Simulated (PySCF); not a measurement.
Two species compared at the same levels of theory.

First species: C₇H₁₅OP.
SMILES: `CC(=O)CPCC(C)C`

Second species: C7H15OP.
Structure used (GFN2-xTB), in Å, numbered top down from 1:
```
atom  x, y, z in Å
C1    -2.325   -0.926   -0.718
C2    -1.160    0.054   -0.699
C3    -1.643    1.496   -0.737
P4    -0.270   -0.198    0.907
O5    -1.067    0.135    2.092
C6     0.657   -1.806    0.831
C7     1.913   -1.063    0.344
C8     1.513    0.357    0.790
C9     1.974    1.500   -0.090
H10   -1.971   -1.955   -0.711
H11   -2.943   -0.771    0.166
H12   -2.941   -0.776   -1.603
H13   -0.480   -0.149   -1.530
H14   -2.255    1.694    0.142
H15   -0.804    2.189   -0.731
H16   -2.243    1.680   -1.628
H17    0.772   -2.193    1.843
H18    0.304   -2.607    0.186
H19    2.847   -1.425    0.771
H20    1.992   -1.108   -0.743
H21    1.832    0.530    1.824
H22    1.582    2.447    0.278
H23    3.062    1.557   -0.088
H24    1.642    1.359   -1.117
```

Levels: PBE0/pcSseg-1 for dipole moment, HOMO energy, LUMO energy and HOMO–LUMO gap; GFN2-xTB for rotational constant A and rotational constant C. Geometries: GFN2-xTB. Each species is one conformer at its optimised geometry, gas phase, non-relativistic unless stated. Electronic properties by PySCF.

Dipoles, sizes and rotational constants follow the conformer. The torsions of the flexible species, by atom-mapped SMILES:
- `[CH3:1][C:2](=[O:3])[CH2:4][PH:5][CH2:6][CH:7]([CH3:8])[CH3:9]`: C1–C2–C4–P5 121°, C2–C4–P5–C6 -52°, C4–P5–C6–C7 -176°, P5–C6–C7–C8 -60°
- `[CH3:1][CH:2]([CH3:3])[P@@:4]1(=[O:5])[CH2:6][CH2:7][C@H:8]1[CH3:9]`: C1–C2–P4–O5 -64°

Which has the higher LUMO energy?

The second: 1.05 eV against -0.61 eV, a difference of 1.66 eV.

Which of the two has the higher rotational constant C, and by how much?

The second: 0.998 GHz against 0.648 GHz, a difference of 0.350 GHz.

Which has the higher dipole moment?

The second: 3.86 D against 2.63 D, a difference of 1.23 D.

Which of the two has the higher HOMO energy, and by how much?

The first: -6.87 eV against -7.25 eV, a difference of 0.38 eV.

Which has the higher rotational constant A?

The first: 2.058 GHz against 1.819 GHz, a difference of 0.239 GHz.

Which of the two has the higher HOMO–LUMO gap, and by how much?

The second: 8.30 eV against 6.26 eV, a difference of 2.04 eV.

On the first: The dipole equals about 8.8 × 10⁻³⁰ C·m (1 D = 3.33564 × 10⁻³⁰ C·m).

On the second: The dipole equals about 12.9 × 10⁻³⁰ C·m (1 D = 3.33564 × 10⁻³⁰ C·m). A dipole of 3.86 D is allowed in C1, and pure rotational transitions are dipole-allowed.
